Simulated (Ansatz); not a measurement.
Reaction (isomerisation): `CCB(O)O` → `CB(O)CO`

Gas-phase electronic energies from Ansatz, PBE0-D4/def2-TZVP geometries. CCSD(T)/CBS is the MP2 limit (def2-TZVPP, def2-QZVPP) plus CCSD(T) − MP2 in def2-TZVPP, frozen cores. Functionals use def2-TZVPP. B3LYP here is the variant with VWN-RPA as its local correlation; programs differ in this. Each species was taken in one conformer, which may not be the lowest.

`CCB(O)O`:

Z-matrix (Å, degrees):
```
C
C 1 1.524
H 1 1.095 2 111.7
H 1 1.092 2 112.1 3 119.7
H 1 1.095 2 111.7 3 -120.6
B 2 1.575 1 115.9 3 60.3
H 2 1.096 1 110.2 3 -62.3
H 2 1.096 1 110.3 3 -177.1
O 6 1.363 2 118.8 1 179.6
O 6 1.370 2 123.8 1 -0.4
H 9 0.962 6 111.9 2 180.0
H 10 0.959 6 113.0 2 0.0
```

`CB(O)CO`:

```xyz
12

C     0.111    1.225    0.667
B     0.337   -0.298    0.356
O     1.201   -1.073    1.067
C    -0.414   -1.037   -0.819
O    -1.385   -0.275   -1.526
H     0.455    1.841   -0.174
H     0.625    1.585    1.562
H    -0.958    1.437    0.772
H     1.645   -0.599    1.775
H     0.324   -1.476   -1.510
H    -0.949   -1.897   -0.400
H    -0.991    0.566   -1.768
```

```
             level  ΔE (eV)
            PBE-D4     1.83
          B3LYP-D4     1.88
               PBE     1.83
             B3LYP     1.88
   CCSD/def2-TZVPP     1.95
CCSD(T)/def2-TZVPP     1.94
    MP2/def2-QZVPP     2.00
    CCSD/CBS(def2)     1.95
```

(1) What does CCSD(T)/CBS give? (An estimate is asked.)

Largest T1 diagnostic among the species: 0.012.

Results:

(1) The calculation gave: +1.94 eV. The listed levels differ from it by -0.11, -0.06, -0.11, -0.06, 0.01, 0.00, 0.06, 0.01 eV.

From PBE to PBE0 (25 % exact exchange), in def2-TZVPP and without D4, ΔE moves by +0.05 eV.
